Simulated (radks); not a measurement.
Task: Successive ionisation energies (eV) of one element, from differences of total energies of ions in their ground configurations, starting at charge 44: 2189.0, 3913.3, 4036.0, 4159.7, 4284.2, 4409.3, 4572.0, 4702.4, 4833.8, 4965.9, 5098.5, 5461.6, 5574.8, 5686.2, 5833.9, 5949.7, 6063.5, 6299.0, 6419.2, 14991.8, 15297.8, 15598.1. Method: non-relativistic Kohn-Sham, PBE, spin-polarised, spherical densities, point nucleus; open shells are filled with parallel spins first (spin-orbit coupling, left out, can overturn this in heavy ions); relativity is left out, which matters for an element this heavy; computed with a radial shooting solver on a logarithmic mesh with Libxc functionals. Which element is it?

Result: Tantalum (Z = 73). The first species listed is Ta44+ in [Ar] 3d10 4s1, the last Ta65+ in [He] 2s2 2p4.
